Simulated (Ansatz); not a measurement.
Calculated with Ansatz (gas phase, PBE0-D4/def2-TZVP geometries, no zero-point term in ΔE). CBS: MP2 limit from def2 TZ/QZ plus the TZ coupled-cluster correction, frozen cores. This one scheme is used for every species. Functionals use def2-TZVPP. B3LYP here is the variant with VWN-RPA as its local correlation; programs differ in this. HSE06 is defined as in plane-wave codes. For Ge outer-core shells are correlated without core-valence functions, which leaves a few kJ/mol of doubt a bond. Scalar relativity is left out up to krypton. One conformer a species, not always the lowest.

`C#C[SiH](C)OC` + `[NH2][GeH3]` → `C#[C][GeH2][NH2]` + `CO[SiH2]C`  (formal exchange of groups at a C–Si bond)

`C#C[SiH](C)OC`:

Cartesian coordinates in Å:
```
C -2.360 -1.266 0.755
C -1.340 -0.629 0.658
Si 0.214 0.335 0.502
C -0.133 2.152 0.551
O 0.927 0.001 -0.936
C 1.292 -1.301 -1.333
H -3.262 -1.827 0.843
H 1.093 -0.100 1.622
H 0.795 2.721 0.457
H -0.799 2.436 -0.266
H -0.611 2.422 1.496
H 1.761 -1.240 -2.316
H 0.416 -1.955 -1.402
H 2.007 -1.748 -0.632
```

`[NH2][GeH3]`:

```xyz
7

N    -0.855    0.541   -0.571
Ge    0.615   -0.225    0.234
H    -1.446   -0.123   -1.053
H    -1.434    1.072    0.065
H     1.421    0.918    0.870
H     0.278   -1.265    1.329
H     1.421   -0.918   -0.874
```

`C#[C][GeH2][NH2]`:

```xyz
9

C     1.138   -1.222   -1.779
C     0.593   -0.862   -0.765
Ge   -0.278   -0.250    0.827
N    -0.782    1.511    0.740
H     1.620   -1.543   -2.674
H     0.711   -0.397    1.989
H    -1.545   -1.090    1.022
H    -0.004    2.149    0.630
H    -1.453    1.704    0.009
```

`CO[SiH2]C`:

Z-matrix (Å, degrees):
```
C
O 1 1.406
H 1 1.092 2 108.4
H 1 1.097 2 111.7 3 -119.3
H 1 1.096 2 111.6 3 119.1
Si 2 1.646 1 122.9 3 170.6
C 6 1.864 2 112.5 1 66.4
H 6 1.493 2 109.3 1 -54.7
H 6 1.483 2 105.4 1 -172.6
H 7 1.093 6 111.6 2 -62.6
H 7 1.093 6 111.1 2 58.5
H 7 1.094 6 110.0 2 178.1
```

```
             level  ΔE (kcal/mol)  difference from CCSD(T)/CBS
       LDA (SPW92)            7.4                          1.3
            PBE-D4            6.8                          0.7
         revPBE-D4            6.9                          0.8
           BLYP-D4            7.0                          0.9
         r2SCAN-D4            7.2                          1.1
            B97M-V            8.3                          2.2
           PBE0-D4            6.6                          0.5
          B3LYP-D4            6.9                          0.8
        r2SCAN0-D4            6.8                          0.7
          HSE06-D4            6.6                          0.5
          BHLYP-D4            6.6                          0.5
      CAM-B3LYP-D4            6.7                          0.6
           ωB97X-V            6.0                         -0.1
           ωB97M-V            6.5                          0.4
            B2PLYP            5.9                         -0.2
          PBE-QIDH            5.8                         -0.3
               PBE            6.5                          0.4
              BLYP            6.4                          0.3
            r2SCAN            7.0                          0.9
              PBE0            6.3                          0.2
             B3LYP            6.4                          0.3
           r2SCANh            6.9                          0.8
           r2SCAN0            6.7                          0.6
             HSE06            6.3                          0.2
             BHLYP            6.2                          0.1
           LC-ωPBE            5.9                         -0.2
RPA@PBE/def2-TZVPP            4.8                         -1.3
       HF/def2-SVP            5.3                         -0.8
      MP2/def2-SVP            5.5                         -0.6
     CCSD/def2-SVP            5.5                         -0.6
  CCSD(T)/def2-SVP            5.5                         -0.6
    MP2/def2-TZVPP            5.1                         -1.0
SCS-MP2/def2-TZVPP            4.9                         -1.2
CCSD(T)/def2-TZVPP            5.1                         -1.0
     HF/def2-QZVPP            5.5                         -0.6
    MP2/def2-QZVPP            5.8                         -0.3
SCS-MP2/def2-QZVPP            5.5                         -0.6
      HF/CBS(def2)            5.5                         -0.6
     MP2/CBS(def2)            6.1                          0.0
    CCSD/CBS(def2)            6.0                         -0.1
       CCSD(T)/CBS            6.1                            0
```

Largest T1 diagnostic among the species: 0.012.

Leaving LDA and LC-ωPBE aside and taking each functional with its dispersion term where it has one, the values spread over 2.6 kcal/mol, from PBE-QIDH to B97M-V. LDA lies +0.9 kcal/mol from PBE without D4.
